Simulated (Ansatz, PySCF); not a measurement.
C4H12Sn (SMILES C[CH2][SnH]([CH3])[CH3]), singlet, geometry from GFN2-xTB (such geometries of metal compounds can be far from the true shape) (all electrons, no relativity), with bond 17-5 at 2.4 times its length. Base run: CASSCF(2,2)/STO-3G (PySCF).

Input for PySCF:
```python
from pyscf import gto, scf, mcscf
import numpy

mol = gto.Mole()
mol.atom = '''
    Sn   -0.279739   -0.004565    0.254602
    C    -0.993826   -1.691861   -0.933374
    C    -1.711228    1.642286    0.151048
    C     1.721361    0.632405   -0.404648
    C     2.760202   -0.470314   -0.363449
    H    -0.182210   -0.519019    1.872095
    H    -1.025551   -1.416592   -1.982050
    H    -0.340400   -2.548970   -0.821160
    H    -1.991450   -1.978233   -0.622800
    H    -1.818060    1.975746   -0.874975
    H    -1.382366    2.480564    0.752945
    H    -2.681227    1.321418    0.510331
    H     1.626398    1.014602   -1.420395
    H     2.039496    1.463101    0.222404
    H     2.482177   -1.295070   -1.014456
    H     2.876784   -0.857890    0.645010
    H     5.074026    0.450852   -1.158024
'''
mol.basis = 'sto-3g'
mol.charge = 0
mol.spin = 0
mol.verbose = 4
mol.build()

mf = scf.RHF(mol)
mf.kernel()
mc = mcscf.CASSCF(mf, 2, 2)
mc.fix_spin_(ss=0.0)
mc.kernel()
occ = numpy.linalg.eigvalsh(mc.fcisolver.make_rdm1(mc.ci, mc.ncas, mc.nelecas))[::-1]
ss = mc.fcisolver.spin_square(mc.ci, mc.ncas, mc.nelecas)[0]
print('natural occupations', occ.round(4), ' <S^2>', round(ss, 4))
```

Programs used: Ansatz (a quantum-chemistry and plane-wave program), PySCF; a row that names a program was run with it.

Each row names what was changed in the base input (with any setting that the change needs).

```csv
change,ΔE vs base (mEh),natural occupations,<S^2> of the state,outcome
base,0.000,1.30 0.70,0.00,converged
"code = ansatz; correction = SC-NEVPT2, all electrons",-235.9,-,-,converged
"active space = 8 electrons, 9 orbitals",-41.767,1.98 1.97 1.97 1.30 0.70 0.03 0.02 0.02 0.00,0.00,converged
"active space = 4 electrons, 6 orbitals",-13.979,1.97 1.30 0.70 0.02 0.00 0.00,0.00,converged
fix_spin_ = off,0.000,1.30 0.70,0.00,converged
code = ansatz,0.021,-,-,converged
"active space = 2 electrons, 4 orbitals",0.000,1.30 0.70 0.00 0.00,0.00,converged
conv_tol = 1e-5,0.000,1.30 0.70,0.00,converged
"active space = 6 electrons, 4 orbitals",-,-,-,not converged
orbitals = fixed (CASCI); correction = SC-NEVPT2,-237.2,1.34 0.66,0.00,converged
solver = newton,0.000,1.30 0.70,0.00,converged
```

Active orbitals are taken around the Fermi level unless the row says otherwise; CASSCF can end in different local minima, and two programs can end on different orbitals. State-averaged rows give the lowest state.
